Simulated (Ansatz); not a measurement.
Cost and result for the atomization energy of H4OPSb, SMILES `P[O][SbH2]` (7 atoms, 6 bonds).

The species carries charge 0 and has multiplicity 1. Correlated methods include outer-core shells of Sb, which these sets cover unevenly. Sb: def2 effective core potential. The geometry is a stationary point of PBE0-D4/def2-TZVP. It is one conformer, not always the lowest. Program: Ansatz. All runs use 2 threads of an AMD EPYC 7B13 on a shared host. Times are those of one run each, without the atoms' runs, and a repeat can differ threefold. Electronic energies, without spin–orbit coupling; frozen cores. CCSD(T)/CBS adds CCSD(T) − MP2 in def2-TZVPP to the MP2 limit, and its time is that of the two runs behind it. T1 = 0.015. With those shells the extrapolation isn't a true limit. B3LYP takes the VWN-RPA correlation (the form of Gaussian; ORCA's B3LYP/G).

CCSD(T)/CBS is a level of theory with its own doubt, some kJ/mol a heavy atom from the limit and from the frozen cores, so smaller differences don't rank the functionals.

| level | functions | wall time | atomization (kcal/mol) | difference from CCSD(T)/CBS | per bond |
| --- | --- | --- | --- | --- | --- |
| BLYP-D4/def2-TZVPP | 179 | 1.7 s | 448.7 | 7.8 | 1.3 |
| PBE-D4/def2-TZVPP (with forces) | 179 | 2.1 s | 445.0 | 4.1 | 0.7 |
| BHLYP-D4/def2-TZVPP | 179 | 2.3 s | 424.5 | -16.4 | -2.7 |
| CCSD(T)/def2-SVP | 78 | 2.5 s | 381.6 | -59.3 | -9.9 |
| CAM-B3LYP-D4/def2-TZVPP | 179 | 2.7 s | 444.3 | 3.4 | 0.6 |
| B3LYP-D4/def2-TZVPP (with forces) | 179 | 3.3 s | 444.2 | 3.3 | 0.6 |
| r2SCANh-D4/def2-TZVPP | 179 | 3.7 s | 430.2 | -10.7 | -1.8 |
| B2PLYP/def2-TZVPP | 179 | 4.5 s | 432.2 | -8.7 | -1.4 |
| PBE-QIDH/def2-TZVPP | 179 | 4.5 s | 421.9 | -19.0 | -3.2 |
| ωB97M-V/def2-TZVPP (with forces) | 179 | 8.5 s | 441.9 | 1.0 | 0.2 |
| MP2/def2-QZVPP | 329 | 12 s | 428.5 | -12.4 | -2.1 |
| CCSD(T)/def2-TZVPP | 179 | 50 s | 421.1 | -19.8 | -3.3 |
| CCSD(T)/CBS(def2) | – | 61 s | 440.9 | 0.0 | 0.0 |

From BLYP to BHLYP (50 % exact exchange), in def2-TZVPP and without D4, the atomization energy moves by −21.3 kcal/mol: exact exchange takes away binding that semilocal exchange gives to molecules. The D4 term adds +6.0 kcal/mol with B3LYP and +3.1 kcal/mol with PBE0; it sums over pairs of atoms, weighted by their polarisabilities, and B3LYP, whose exchange is more repulsive, gets the larger term. At CCSD(T), def2-SVP lies −59.3 kcal/mol from the extrapolated value and def2-TZVPP −19.8 kcal/mol: correlation converges slowly with the basis, and small sets miss more of it in the bonded molecule than in its fragments.
